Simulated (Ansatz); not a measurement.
A structure relaxed at PBE0-D4/def2-SVPD in Ansatz, charge -1, doublet:

```
atom   x (Å)   y (Å)   z (Å)
 Ge1   0.045  -0.024  -0.183
  S2  -0.258   1.748   0.976
  S3  -0.323  -1.431   1.387
  S4   0.537  -0.293  -2.180
```

**Question.** Give its formula and point group.

**Answer.** GeS3⁻ (the lowest doublet isomer of a short search). Point group C2v (tolerance 0.1 Å).

**Question.** Summarise the bond lengths by kind (pairs closer than 1.2 times the sum of covalent radii, bridged metal pairs left out).

**Answer.** 3 × Ge–S 2.07 to 2.14 Å.

The relaxation made no stability test and no search for a lower SCF solution. The structure comes from a short search, and lower isomers may exist.
